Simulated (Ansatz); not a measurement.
`OC([SiH3])BF` from Hartree–Fock to CCSD(T)

```xyz
11

O     0.047    0.509   -1.699
C    -0.366   -0.159   -0.519
Si    1.100   -0.363    0.693
B    -1.488    0.576    0.253
F    -1.853    1.803   -0.066
H     0.792    0.037   -2.081
H    -0.717   -1.189   -0.710
H     2.227   -0.907   -0.115
H     1.509    0.947    1.261
H     0.771   -1.311    1.788
H    -2.022    0.057    1.196
```

Total charge 0; spin multiplicity 1. The structure was optimised at the PBE0-D4/def2-TZVP level. It is one conformer, not always the lowest. Frozen core, restricted reference, the Gaussian-basis code of Ansatz. CBS rows extrapolate triple and quadruple zeta; past MP2 they add the triple-zeta difference.

| basis | HF (Eh) | MP2 corr. | CCSD corr. | (T) | CCSD(T) total |
| --- | --- | --- | --- | --- | --- |
| def2-TZVPP | ? | ? | ? | ? | ? |
| def2-QZVPP | -529.44935 | -0.95542 | – | – | – |
| CBS(def2) | -529.45213 | -1.00765 | -1.04885 | as TZ | -530.53320 |

Task: Fill in the withheld values. (An estimate is asked.)

Result: Computed: def2-TZVPP HF (Eh): -529.42918; def2-TZVPP MP2 corr.: -0.88490; def2-TZVPP CCSD corr.: -0.92610; def2-TZVPP (T): -0.03222; def2-TZVPP CCSD(T) total: -530.38750.
